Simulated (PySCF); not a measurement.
PySCF job for H₂Sb, SMILES [SbH2+] (connectivity only; charge and spin as stated), charge +1, multiplicity 1, TDA-PBE/def2-TZVPD. Geometry: B3LYP-D3(BJ)/def2-TZVPD. The def2 effective core potentials stand for the cores of Sb; spin–orbit coupling is left out.

```python
import numpy as np
from pyscf import gto, scf, dft, tdscf

mol = gto.M(
    atom='''
    Sb    0.00000000   -0.00000000   -0.04564752
    H     0.00000000    1.21424773    1.16401163
    H     0.00000000   -1.21424748    1.16401188
    ''',
    basis='def2-TZVPD',
    ecp={'Sb': 'def2-tzvp'},
    charge=1,
    spin=0,
    symmetry=True,
    max_memory=1600,
    verbose=4,
)
mf = dft.RKS(mol, xc='pbe').density_fit(auxbasis='def2-universal-jkfit')
mf.grids.level = 3
mf.conv_tol = 1e-9
mf.max_cycle = 100
mf.kernel()
mf.grids = dft.Grids(mol).set(level=1).build(with_non0tab=True)  # coarser grid for the response kernel
td = tdscf.TDA(mf)
td.singlet = True
td.nstates = 10
td.conv_tol = 1e-4
td.positive_eig_threshold = 1e-6
td.kernel(x0=td.get_init_guess(mf, 15))
td.analyze()
tt = tdscf.TDA(mf)
tt.singlet = False
tt.nstates = 4
tt.conv_tol = 1e-4
tt.positive_eig_threshold = 1e-6
tt.kernel(x0=tt.get_init_guess(mf, 9))
tt.analyze(verbose=3)
```

It prints:

```
PySCF version 2.14.0

[INPUT] verbose = 4
[INPUT] num. atoms = 3
[INPUT] num. electrons = 24
[INPUT] charge = 1
[INPUT] spin (= nelec alpha-beta = 2S) = 0
[INPUT] symmetry True subgroup None
[INPUT] Mole.unit = angstrom
[INPUT] Symbol           X                Y                Z      unit          X                Y                Z       unit  Magmom
[INPUT]  1 Sb     0.000000000000   0.000000000000  -0.045647520000 AA    0.000000000000   0.000000000000  -0.086261311066 Bohr   0.0
[INPUT]  2 H      0.000000000000   1.214247730000   1.164011630000 AA    0.000000000000   2.294595657075   2.199663186509 Bohr   0.0
[INPUT]  3 H      0.000000000000  -1.214247480000   1.164011880000 AA    0.000000000000  -2.294595184643   2.199663658940 Bohr   0.0

nuclear repulsion = 14.4201566013511
point group symmetry = C2v
symmetry origin: [ 0.00000000e+00  8.91380248e-09 -3.56552088e-10]
symmetry axis x: [-1. -0. -0.]
symmetry axis y: [ 0.00000000e+00  1.00000000e+00 -9.46565607e-08]
symmetry axis z: [0.00000000e+00 9.46565607e-08 1.00000000e+00]
num. orbitals of irrep A1 = 31
num. orbitals of irrep A2 = 8
num. orbitals of irrep B1 = 15
num. orbitals of irrep B2 = 20
number of shells = 28
number of NR pGTOs = 119
number of NR cGTOs = 74
basis = def2-TZVPD
ecp = {'Sb': 'def2-tzvp'}


[settings echo left out]
init E= -203.119314030426
HOMO (A1) = -0.845324512447568  LUMO (B1) = -0.778682127204068  gap/eV = 1.81343
cycle= 1 E= -239.942420359121  delta_E= -36.8  |g|=  2.7  |ddm|= 15.5
HOMO (A1) = -0.338773371999216  LUMO (B1) = -0.268027019751761  gap/eV = 1.92511
cycle= 2 E= -239.638521698959  delta_E= 0.304  |g|= 3.33  |ddm|= 7.57
HOMO (A1) = -0.501189858053743  LUMO (B1) = -0.42971386977488  gap/eV = 1.94496
cycle= 3 E= -241.085876907483  delta_E= -1.45  |g|= 0.124  |ddm|= 3.26
HOMO (A1) = -0.512344608947406  LUMO (B1) = -0.440293881932583  gap/eV = 1.96060
cycle= 4 E= -241.085501066548  delta_E= 0.000376  |g|= 0.111  |ddm|= 0.21
HOMO (A1) = -0.514017937224506  LUMO (B1) = -0.441831994214969  gap/eV = 1.96428
cycle= 5 E= -241.088297531362  delta_E= -0.0028  |g|= 0.00476  |ddm|= 0.108
HOMO (A1) = -0.513618003061491  LUMO (B1) = -0.441088580023434  gap/eV = 1.97363
cycle= 6 E= -241.088306449823  delta_E= -8.92e-06  |g|= 0.0018  |ddm|= 0.0112
HOMO (A1) = -0.513666313418859  LUMO (B1) = -0.441267452286121  gap/eV = 1.97007
cycle= 7 E= -241.088307954635  delta_E= -1.5e-06  |g|= 7.59e-05  |ddm|= 0.0033
HOMO (A1) = -0.513684743431355  LUMO (B1) = -0.441279372852376  gap/eV = 1.97025
cycle= 8 E= -241.088307956491  delta_E= -1.86e-09  |g|= 8.39e-06  |ddm|= 0.000163
HOMO (A1) = -0.513682732576876  LUMO (B1) = -0.441277574920602  gap/eV = 1.97024
cycle= 9 E= -241.088307956512  delta_E= -2.08e-11  |g|= 5.19e-07  |ddm|= 1.46e-05
HOMO (A1) = -0.513682883965053  LUMO (B1) = -0.441277760092508  gap/eV = 1.97024
Extra cycle  E= -241.088307956512  delta_E= 8.53e-14  |g|= 6.86e-07  |ddm|= 2e-06
converged SCF energy = -241.088307956512
tot grids = 12976
Overwritten attributes  positive_eig_threshold  of <class 'pyscf.tdscf.rks.TDA'>


******** <class 'pyscf.tdscf.rks.TDA'> for <class 'pyscf.df.df_jk.DFSymAdaptedRKS'> ********
nstates = 10 singlet
deg_eia_thresh = 1.000e-03
wfnsym = None
conv_tol = 0.0001
eigh lindep = 1e-12
eigh level_shift = 0
eigh max_cycle = 100


Excitation energies (eV)
[ 2.5009005   3.43200891  7.67074455  7.91058011  9.42723068  9.81085316
 10.09940906 10.13484048 10.26440741 11.02523568]

** Singlet excitation energies and oscillator strengths **
Excited State   1:   B1      2.50090 eV    495.76 nm  f=0.0095
      12 -> 13       -0.70358
Excited State   2:   A2      3.43201 eV    361.26 nm  f=0.0000
      11 -> 13       -0.70664
Excited State   3:   B2      7.67074 eV    161.63 nm  f=0.1057
      11 -> 15        0.31491
      12 -> 14       -0.62402
Excited State   4:   A1      7.91058 eV    156.73 nm  f=0.0543
      11 -> 14        0.36340
      12 -> 15       -0.60485
Excited State   5:   A1      9.42723 eV    131.52 nm  f=0.3071
      11 -> 14        0.43851
      12 -> 15        0.24188
      12 -> 16       -0.35893
      12 -> 17        0.32855
Excited State   6:   A1      9.81085 eV    126.37 nm  f=0.0036
      11 -> 14       -0.19346
      12 -> 15       -0.12344
      12 -> 16       -0.60109
      12 -> 17       -0.28020
Excited State   7:   B1     10.09941 eV    122.76 nm  f=0.0147
      10 -> 13       -0.41660
      12 -> 19        0.56748
Excited State   8:   B2     10.13484 eV    122.33 nm  f=0.7036
      11 -> 15       -0.54772
      11 -> 16        0.33299
      11 -> 17        0.14337
      12 -> 14       -0.22031
Excited State   9:   A2     10.26441 eV    120.79 nm  f=0.0000
      12 -> 18        0.70690
Excited State  10:   B1     11.02524 eV    112.45 nm  f=0.0635
      10 -> 13       -0.35384
      11 -> 18        0.51059
      12 -> 19       -0.31808

** Transition electric dipole moments (AU) **
state          X           Y           Z        Dip. S.      Osc.
  1         0.3934     -0.0000      0.0000      0.1548      0.0095
  2        -0.0000      0.0000      0.0000      0.0000      0.0000
  3        -0.0000      0.7500     -0.0000      0.5626      0.1057
  4        -0.0000      0.0000      0.5293      0.2802      0.0543
  5         0.0000     -0.0000     -1.1531      1.3296      0.3071
  6        -0.0000      0.0000     -0.1228      0.0151      0.0036
  7         0.2439     -0.0000     -0.0000      0.0595      0.0147
  8         0.0000      1.6834     -0.0000      2.8338      0.7036
  9         0.0000     -0.0000      0.0000      0.0000      0.0000
 10        -0.4849     -0.0000      0.0000      0.2351      0.0635

WARN: ECP detected. Skipping calculation of transition velocity and magnetic dipole moments, which have not yet been implemented.



******** <class 'pyscf.tdscf.rks.TDA'> for <class 'pyscf.df.df_jk.DFSymAdaptedRKS'> ********
nstates = 4 triplet
deg_eia_thresh = 1.000e-03
wfnsym = None
conv_tol = 0.0001
eigh lindep = 1e-12
eigh level_shift = 0
eigh max_cycle = 100


Excitation energies (eV)
[1.47253393 2.83808984 5.91541178 6.66763068]

** Triplet excitation energies and oscillator strengths **
Excited State   1:   B1      1.47253 eV    841.98 nm  f=0.0000
Excited State   2:   A2      2.83809 eV    436.86 nm  f=0.0000
Excited State   3:   B2      5.91541 eV    209.60 nm  f=0.0000
Excited State   4:   A1      6.66763 eV    185.95 nm  f=0.0000
```

The calculation finished and met its thresholds.

Cost: roughly 4 core-seconds.
